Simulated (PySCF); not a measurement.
Mg(tBu)(OH), SMILES C[C](C)([Mg][OH])C (C4H10MgO), GFN2-xTB optimised geometry.

```
16

Mg     0.29    -1.73     0.00
C     -0.84     0.02     0.00
C     -0.50     0.84     1.23
C     -0.52     0.82    -1.25
C     -2.30    -0.40     0.02
H     -1.06     1.78     1.23
H      0.56     1.08     1.25
H     -0.75     0.29     2.15
H      0.54     1.06    -1.29
H     -0.79     0.27    -2.15
H     -1.09     1.76    -1.25
H     -2.55    -0.99    -0.86
H     -2.53    -0.98     0.91
H     -2.94     0.49     0.02
O      1.99    -1.73     0.00
H      2.94    -1.78     0.00
```

Density from PySCF with CAM-B3LYP/def2-TZVP at that geometry.

Minimum of the electron density along straight lines between bonded atoms, close to the bond critical point (lines longer than 1.1 times the sum of covalent radii, or with two minima, are not listed):

```csv
bond,length / Å,ρ at the minimum / e bohr⁻³,∇²ρ there / e bohr⁻⁵,position (fraction from the first atom)
Mg1–C2,2.079,0.060,0.26,0.42
C2–C3,1.516,0.251,-0.62,0.49
C2–C4,1.516,0.251,-0.62,0.49
C2–C5,1.519,0.250,-0.62,0.49
C3–H6,1.095,0.274,-0.92,0.64
C3–H7,1.090,0.279,-0.96,0.64
C3–H8,1.091,0.277,-0.95,0.63
C4–H9,1.090,0.279,-0.96,0.64
C4–H10,1.091,0.277,-0.95,0.63
C4–H11,1.095,0.274,-0.92,0.64
C5–H12,1.090,0.278,-0.95,0.63
C5–H13,1.090,0.278,-0.95,0.63
C5–H14,1.097,0.274,-0.92,0.64
Mg1–O15,1.701,0.093,0.91,0.45
O15–H16,0.950,0.366,-2.52,0.81
```
